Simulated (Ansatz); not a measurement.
`O/C=C/[SiH3]` and `O/C=[CH]\[AlH2]` differ in one atom or group (the configuration at the double bond changes too).

Ansatz, PBE0-D4/def2-TZVP geometries, multiplicity 1. Each molecule was computed in one conformer, which needn't be the lowest.

| property | `O/C=C/[SiH3]` |
| --- | --- |
| LUMO energy (ωB97M-V/def2-TZVPP) / eV | 2.27 |
| LUMO energy (B3LYP/def2-TZVPP) / eV | -0.08 |
| zero-point energy (PBE0-D4/def2-TZVP) / kJ/mol | 190.4 |
| ideal-gas entropy at 298 K and 1 bar (rigid rotor, harmonic PBE0-D4/def2-TZVP) / J/(mol·K) | 310 |
| LUMO energy (PBE0/def2-TZVPP) / eV | 0.15 |
| size of the dipole moment (ωB97M-V/def2-TZVPP) / D | 1.38 |

(1) What does the change do to each property? (Best estimate.)

Results:

(1) The calculation gave: 
| property | `O/C=[CH]\[AlH2]` | shift |
| --- | --- | --- |
| LUMO energy (ωB97M-V/def2-TZVPP) / eV | 0.00 | -2.27 |
| LUMO energy (B3LYP/def2-TZVPP) / eV | -1.87 | -1.79 |
| zero-point energy (PBE0-D4/def2-TZVP) / kJ/mol | 160.3 | -30.1 |
| ideal-gas entropy at 298 K and 1 bar (rigid rotor, harmonic PBE0-D4/def2-TZVP) / J/(mol·K) | 306 | -4 |
| LUMO energy (PBE0/def2-TZVPP) / eV | -1.67 | -1.82 |
| size of the dipole moment (ωB97M-V/def2-TZVPP) / D | 0.42 | -0.96 |

The zero-point energy changes by -30.1 kJ/mol with -3 modes. Dipoles are sizes alone; their direction can turn.

B3LYP here is the variant with VWN-RPA as its local correlation; programs differ in this.
